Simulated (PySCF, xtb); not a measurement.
C₃H₃N₂, SMILES C1=CN=C[N]1 (connectivity only; charge and spin as stated), charge -1, multiplicity 1. Atoms are numbered in the order given.

```xyz
8

C      0.0000     0.6986    -0.9026
C      0.0000    -0.6986    -0.9026
N      0.0000    -1.1435     0.3923
C      0.0000     0.0000     1.1067
N      0.0000     1.1435     0.3923
H      0.0000     1.3872    -1.7508
H      0.0000    -1.3872    -1.7508
H      0.0000     0.0000     2.2007
```
Charge -1, spin multiplicity 1.

The structure is a stationary point at B3LYP-D3(BJ)/def2-SVPD. The multiplicity is an assumed one; other spin states were not compared. The isomer is the one that the SMILES or the coordinates give; other isomers of the formula were not compared.

Level of theory: PySCF with C-PCM-B3LYP/def2-SVPD.

The values are the electrostatic part of the solvation free energy, E(continuum) − E(gas) at the gas-phase geometry, in a cavity of scaled van der Waals radii (PySCF's table); cavitation and dispersion terms are not included. In vacuum the orbital gap is 5.49 eV.

```json
[
 {"solvent": "water", "ε": "78.36", "ΔG(elec) (kcal/mol)": "-62.7", "gap (eV)": "6.44"},
 {"solvent": "1-octanol", "ε": "9.86", "ΔG(elec) (kcal/mol)": "-56.9", "gap (eV)": "6.36"},
 {"solvent": "acetone", "ε": "20.49", "ΔG(elec) (kcal/mol)": "-60.3", "gap (eV)": "6.41"}
]
```

For comparison, GFN2-xTB/ALPB(water) (xtb, at the GFN2-xTB geometry, all terms of that model) gives -63.1 kcal/mol.
